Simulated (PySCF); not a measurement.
H7N2PSi.
Structure used (PBE0-D3(BJ)/def2-SVP), in Å, numbered top down from 1:
```xyz
11
H7N2PSi angstrom
N     -0.0765    1.2993    0.9705
Si    -0.3387    0.1718   -0.3105
N     -1.3034   -1.0997    0.3419
P      1.4115   -0.9375   -1.2542
H      0.3577    0.9890    1.8330
H      0.1957    2.2485    0.7411
H     -0.9009    1.0115   -1.4203
H     -1.3567   -1.9917   -0.1360
H     -2.1711   -0.8782    0.8181
H      2.1014    0.2658   -1.5951
H      2.1092   -1.1037   -0.0180
```

Level of theory: TDDFT PBE0/def2-SVPD, vertical, gas phase, core orbitals frozen in the response (PySCF 2.14.0, density-fitted response routines).

```csv
state,E (eV),E (kJ/mol),λ (nm),f,"main configurations (H = HOMO, L = LUMO)"
S1,5.81,561,213.4,0.0040,H→L (92%)
S2,6.20,598,200.0,0.012,"H→L+1 (79%), H→L+2 (14%)"
S3,6.45,622,192.3,0.043,"H→L+2 (64%), H-1→L (16%), H→L+1 (10%)"
S4,6.65,641,186.6,0.011,"H-1→L (76%), H→L+2 (12%)"
S5,6.85,661,181.0,0.044,"H→L+3 (66%), H→L+4 (25%)"
S6,7.02,677,176.6,0.258,"H→L+4 (60%), H→L+3 (22%)"
S7,7.26,700,170.8,0.041,H-1→L+1 (90%)
S8,7.36,710,168.4,0.0061,"H-1→L+2 (69%), H-2→L (14%)"
S9,7.54,727,164.4,0.090,"H-2→L (64%), H-1→L+3 (16%), H-1→L+2 (9%)"
S10,7.61,735,162.8,0.018,"H-1→L+3 (54%), H→L+5 (31%)"
```

Triplets (Tamm–Dancoff): T1 5.35 eV, H→L (64%), H→L+3 (17%), H→L+2 (9%); T2 5.43 eV, H→L+1 (80%); T3 5.89 eV, H→L+2 (56%), H→L (24%), H→L+3 (8%); T4 6.19 eV, H-1→L (43%), H→L+3 (24%), H→L+2 (14%).

The lowest singlet lies at 5.81 eV (213 nm, ultraviolet) and is very weak; its leading configuration is HOMO→LUMO (92%). The most intense listed level is S6 at 7.02 eV (177 nm, f = 0.258), 1.21 eV above S1. Löwdin shares by element: HOMO phosphorus 46%, nitrogen 29%, silicon 9% (atoms not listed hold the other 16%); LUMO silicon 30%, phosphorus 18%, hydrogen 18% or more (atoms not listed hold the other 35%). The oscillator strengths of these states sum to 0.527; summed over the whole spectrum of an exact calculation they would give the number of electrons, 50 (Thomas–Reiche–Kuhn). The listed states span 1.80 eV, and the widest gap between neighbours is 0.39 eV (S1 to S2). Weighted by f, the mean energy of these states is 7.06 eV. No computed singlet lies in the visible range (380 to 750 nm); the lowest, at 213 nm, stands 2.55 eV above its violet end (3.26 eV). All these states lie below the vertical ionisation energy of 8.63 eV (ΔSCF). Only the lowest 10 singlets were computed, as vertical energies without vibronic structure.

One conformer stands for the species.
